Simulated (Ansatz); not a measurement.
The same atomization along the group B, Al, Ga, In.

Isolated molecules relaxed with PBE0-D4/def2-TZVP in Ansatz; ΔE leaves out vibrations. CCSD(T)/CBS is the MP2 limit (def2-TZVPP, def2-QZVPP) plus CCSD(T) − MP2 in def2-TZVPP, frozen cores. Small cases extrapolate CCSD(T) itself. DFT in def2-TZVPP. Open shells (•) are unrestricted, without spin–orbit coupling. Spin–orbit coupling would lower the free atoms: a little for Al, B, F, O; clearly for Ga; strongly for In. Elements past krypton have def2 core potentials. For Ga, In outer-core shells are correlated without core-valence functions, so the limit isn't a true one: a few kJ/mol of doubt a bond, and 10 to 20 or more in all where bonds break to atoms. Scalar relativity is left out up to krypton. One conformer a species, not always the lowest.

| reaction | CCSD(T)/CBS(def2) (kcal/mol) |
| --- | --- |
| `OB(F)F` → 2 F• + B• + H• + O• | 558.3 |
| `[OH][Al]([F])[F]` → 2 F• + Al• + H• + O• | ? |
| `[OH][Ga]([F])[F]` → 2 F• + Ga• + H• + O• | 428.3 |
| `[OH][In]([F])[F]` → 2 F• + In• + H• + O• | 385.2 |

Task: Fill in the missing values. (Estimate.)

Result: Computed: `[OH][Al]([F])[F]` → 2 F• + Al• + H• + O•: +511.2 kcal/mol.

Largest T1 diagnostic: 0.018, for Al•.

Extrapolated directly: `OB(F)F` → 2 F• + B• + H• + O•.

For atomizations the MP2-based limit and the directly extrapolated one differ by several kJ/mol either way, and by 10 to 25 for some Ge, Se and Sn compounds, so smaller differences from it don't rank the levels.
